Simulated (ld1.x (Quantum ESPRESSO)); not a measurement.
## tin (Sn), ultrasoft: configuration errors across variants

```
Element                 : Sn (Z = 50)
Generator               : ld1.x (Quantum ESPRESSO) 7.5
Type                    : ultrasoft
Functional              : PBE
Relativity              : scalar-relativistic
Frozen core             : [Ar] 3d10 4s2
Valence charge          : 20
Reference configuration : 4p6 4d10 5s2 5p1 (charge +1)
Partial waves           : 5s (bound): rcut 1.45, rcutus 1.90 bohr; 5s channel at 3.8 Ry: rcut 1.45, rcutus 1.90 bohr; 4p (bound): rcut 1.60, rcutus 1.80 bohr; 5p (bound): rcut 1.60, rcutus 1.80 bohr; 4d (bound): rcut 1.25, rcutus 1.45 bohr; 4d channel at -1.95 Ry: rcut 1.25, rcutus 1.45 bohr
Local potential         : all-electron potential smoothed inside 1.15 bohr (lloc = -1)
Core correction         : Bessel-smoothed model core inside 1.10 bohr
Augmentation charge     : PSQ, inside the norm-conserving radii
```

All-electron excitation energies from the reference (eV): (1) 4p6 4d10 5s2 5p2 -6.875; (2) 4p6 4d10 5s2 5p0 13.952; (3) 4p6 4d10 5s1 5p0 44.924; (4) 4p6 4d10 5s0 5p0 86.049; (5) 4p6 4d10 5s2 5p2.3 -7.724; (6) 4p6 4d10 5s1 5p3 0.104; (7) 4p6 4d9 5s2 5p3 17.591.

On the changes marked as counting shells twice: ld1.x takes every shell without a wave as core, so the model core holds the marked electrons as well and exchange and correlation see them twice. This cancels in the reference configuration, but the file is broken for other ones, and its errors say nothing about a proper core correction.

The overlap operator is not positive definite (basis up to 400 Ry) in “wave 4d channel at -1.95 Ry: rcut 1.25, rcutus 1.45 bohr becomes 4d channel at 1.04 Ry: rcut 1.25, rcutus 1.45 bohr”. Such files are unfit for use, however small their errors in these radial tests.

2 further variants failed, have other tests or too few solved ones, and are left out.

A true bound ghost makes a file unfit for plane-wave use even where its test errors are small: the radial tests pick states by their node count and pass the ghost by.

The file “type TM; waves now 4p (bound): rc 1.80 bohr; 4d (bound): rc 1.45 bohr; 5s (bound): rc 1.90 bohr; local potential the s channel (5p counted twice)” misses its own reference levels by 1.8 eV.

Errors AE − PS in meV (a dash: test not solved or not reliable):

| change | (1) | (2) | (3) | (4) | (5) | (6) | (7) | bound ghosts |
| --- | --- | --- | --- | --- | --- | --- | --- | --- |
| base | +1.7 | -3.4 | -11 | -36 | +2.0 | +0.3 | +69 | s |
| waves 4d (bound): rcut 1.25, rcutus 1.78 bohr; 4d channel at -1.95 Ry: rcut 1.25, rcutus 1.78 bohr | +1.3 | -5.2 | -29 | -91 | +1.5 | +0.2 | +3.0 | s |
| local potential all-electron potential smoothed inside 1.56 bohr (lloc = -1) | +2.0 | -3.2 | -11 | -35 | +2.5 | +0.3 | – | s |
| wave 4d channel at -1.95 Ry: rcut 1.25, rcutus 1.45 bohr becomes 4d channel at 1.04 Ry: rcut 1.25, rcutus 1.45 bohr | +1.7 | -2.8 | -2.3 | +7.9 | +2.1 | +0.4 | +165 | s (d not tested, overlap not positive) |
| type TM; waves now 4p (bound): rc 1.80 bohr; 4d (bound): rc 1.45 bohr; 5s (bound): rc 1.90 bohr; local potential the s channel (5p counted twice) | -1346 | +2201 | +2787 | +3329 | -1590 | -3125 | -4103 | none |

Question: Give the same row for: local potential all-electron potential smoothed inside 1.55 bohr (lloc = -1).

Answer: +2.0, -3.2, -11, -35, +2.5, +0.3, –; bound ghosts: s.
